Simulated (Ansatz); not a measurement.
Consider the ligand exchange at a Ga–N bond: `C[NH][Ga]([F])[Cl]` + HCl → `[F][Ga]([Cl])[Cl]` + CH₃NH₂.

Gas-phase electronic energies from Ansatz, PBE0-D4/def2-TZVP geometries. CCSD(T)/CBS adds triple-zeta CCSD(T) − MP2 to the extrapolated MP2 energy (def2 sets, frozen cores). This one scheme is used for every species. DFT in def2-TZVPP. B3LYP here is the variant with VWN-RPA as its local correlation; programs differ in this. For Ga outer-core shells are correlated without core-valence functions, which leaves a few kJ/mol of doubt a bond. Scalar relativity is left out up to krypton. Each species was taken in one conformer, which may not be the lowest.

`C[NH][Ga]([F])[Cl]`:

Z-matrix (Å, degrees):
```
C
N 1 1.448
H 1 1.091 2 109.9
H 1 1.095 2 111.9 3 -119.2
H 1 1.096 2 111.9 3 119.3
Ga 2 1.789 1 126.2 3 -0.0
H 2 1.006 1 114.8 3 180.0
Cl 6 2.118 2 124.5 1 -180.0
F 6 1.746 2 118.2 1 -0.0
```

HCl:

Cartesian coordinates in Å:
```
Cl 0.014 0.483 0.419
H -0.014 -0.483 -0.419
```

`[F][Ga]([Cl])[Cl]`:

Cartesian coordinates in Å:
```
F -1.517 -0.505 -0.823
Ga -0.055 -0.018 -0.030
Cl 0.755 -1.291 1.437
Cl 0.817 1.815 -0.583
```

CH₃NH₂:

Cartesian coordinates in Å:
```
C 0.427 -0.351 -0.132
N -0.494 0.592 0.479
H 0.131 -0.725 -1.122
H 0.552 -1.213 0.527
H 1.409 0.117 -0.233
H -1.409 0.175 0.592
H -0.616 1.405 -0.111
```

```json
{"level": "PBE-D4", "ΔE (kJ/mol)": "-62.2"}
{"level": "revPBE-D4", "ΔE (kJ/mol)": "-62.3"}
{"level": "B97M-V", "ΔE (kJ/mol)": "-71.5"}
{"level": "B3LYP-D4", "ΔE (kJ/mol)": "-62.2"}
{"level": "PBE-QIDH", "ΔE (kJ/mol)": "-65.0"}
{"level": "HF/def2-TZVPP", "ΔE (kJ/mol)": "-79.4"}
{"level": "CCSD/def2-TZVPP", "ΔE (kJ/mol)": "-58.9"}
{"level": "MP2/def2-QZVPP", "ΔE (kJ/mol)": "-55.9"}
```

Problem. What does CCSD(T)/CBS give? (An estimate is asked.)

Solution. The calculation gave: -56.2 kJ/mol. The listed levels differ from it by -6.0, -6.1, -15.3, -6.0, -8.8, -23.2, -2.7, 0.3 kJ/mol.

Largest T1 diagnostic among the species: 0.013.

At CCSD(T), def2-SVP lies −3.5 kJ/mol from the extrapolated value and def2-TZVPP −1.2 kJ/mol. In def2-TZVPP, CCSD(T) changes the Hartree–Fock value by +22.0 kJ/mol (the triples alone add +1.5 kJ/mol) and MP2 by +22.5 kJ/mol.

CCSD(T)/CBS has its own doubt, a few kJ/mol and more with outer-core shells, so smaller differences from it don't rank the levels.
